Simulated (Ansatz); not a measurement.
A nudged elastic band was laid between two geometries of CH₅Cl₂FSi₂ (11 atoms, charge 0, multiplicity 1).

Computed with RKS PBE0-D4/6-31G in Ansatz.

```yaml
movable_images: 7
climbing_image: yes
spring: 5.0 eV/Å²
optimiser: quadratic models (default)
start_path: through a guess of the saddle point
force_threshold: 0.05 eV/Å
iteration_limit: 32
end_points: relaxed
```

Image 0:

```xyz
11
Properties=species:S:1:pos:R:3
F -1.412 -1.871 0.158
Si -0.591 -0.516 -0.476
Si 1.723 -0.715 -0.133
C -1.315 1.019 0.431
Cl -0.647 2.524 -0.433
Cl -0.877 1.036 2.222
H -1.027 -0.372 -1.905
H 2.212 -1.926 -0.873
H 2.017 -0.850 1.329
H 2.381 0.514 -0.686
H -2.400 1.101 0.385
```

Image 8:

```xyz
11
Properties=species:S:1:pos:R:3
F -1.495 -1.647 -0.650
Si -0.463 -0.289 -0.675
Si 1.681 -0.921 0.053
C -1.228 0.992 0.541
Cl -2.872 1.582 -0.047
Cl -0.022 2.405 0.669
H -0.543 0.333 -2.035
H 2.093 -2.178 -0.653
H 1.657 -1.152 1.535
H 2.637 0.186 -0.273
H -1.379 0.633 1.557
```

(1) What changes between the two ends?

(2) Give the energies along the band, and the barrier.

(3) What is the geometry of the highest image?

The band took 6 iterations and of the order of 4 core-minutes.

Results:

(1) No bond is made or broken. The dihedral Si3–Si2–C4–H11 goes from -174 to -62°.

(2) The forces met the threshold. The highest image is number 4 of 0 to 8, 0.077 eV above the first end and 0.064 eV above the last; the last end lies 0.013 eV above the first. A vibrational analysis at the climbing image gives no mode beyond 40i cm⁻¹: the surface is too flat there to confirm a saddle point. Limits of this set-up: no polarisation functions.

| image | path coordinate (Å) | energy (eV) | dihedral Si3–Si2–C4–H11 (°) |
| --- | --- | --- | --- |
| 0 | 0.00 | 0.000 | -174 |
| 1 | 0.56 | 0.010 | -160 |
| 2 | 1.13 | 0.037 | -146 |
| 3 | 1.69 | 0.065 | -131 |
| 4 | 2.25 | 0.077 | -117 |
| 5 | 2.79 | 0.069 | -103 |
| 6 | 3.32 | 0.047 | -90 |
| 7 | 3.86 | 0.023 | -76 |
| 8 | 4.40 | 0.013 | -62 |

(3) 
```xyz
11
Properties=species:S:1:pos:R:3:forces:R:3
F -1.507 -1.728 -0.227 0.00 0.00 0.00
Si -0.507 -0.387 -0.586 0.00 0.00 0.01
Si 1.712 -0.872 0.012 0.00 0.00 -0.01
C -1.287 1.052 0.450 0.01 -0.02 0.01
Cl -1.940 2.381 -0.656 -0.01 0.01 -0.01
Cl -0.085 1.759 1.673 0.00 0.00 0.00
H -0.712 -0.058 -2.035 0.00 0.00 0.00
H 2.184 -2.017 -0.837 0.00 0.00 0.00
H 1.799 -1.235 1.463 0.00 0.00 0.00
H 2.545 0.341 -0.276 0.00 0.00 0.00
H -2.136 0.708 1.040 0.00 0.00 0.00
```

Time of the run: 3.9 min on 1 thread of Arm Neoverse V2 (shared host), peak memory 0.22 GiB.
